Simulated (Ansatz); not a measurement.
`[F][Sn]([F])([F])[SiH3]` + HCl → `[F][Sn]([F])([SiH3])[Cl]` + H–F  (ligand exchange at the Sn–F bond)

Gas-phase electronic energies from Ansatz, PBE0-D4/def2-TZVP geometries. CCSD(T)/CBS adds triple-zeta CCSD(T) − MP2 to the extrapolated MP2 energy (def2 sets, frozen cores). This one scheme is used for every species. Functionals use def2-TZVPP. Elements past krypton have def2 core potentials. For Sn outer-core shells are correlated without core-valence functions, which leaves a few kJ/mol of doubt a bond.

CCSD(T)/CBS gives -35.1 kJ/mol.

Problem. Another level gave -35.0 kJ/mol. Which?
A. r2SCAN0/def2-TZVPP
B. BLYP/def2-TZVPP
C. B97M-V/def2-TZVPP
D. ωB97M-V/def2-TZVPP

Solution. A. r2SCAN0 -35.0, B97M-V -25.8, ωB97M-V -30.9, BLYP -19.8 kJ/mol.

Largest T1 diagnostic among the species: 0.015.

From PBE to PBE0 (25 % exact exchange), in def2-TZVPP and without D4, ΔE moves by −6.5 kJ/mol. Leaving LDA and LC-ωPBE aside and taking each functional with its dispersion term where it has one, the values, not all of them listed here, spread over 12.6 kJ/mol, from HSE06-D4 to B97M-V. LDA lies −4.5 kJ/mol from PBE without D4.
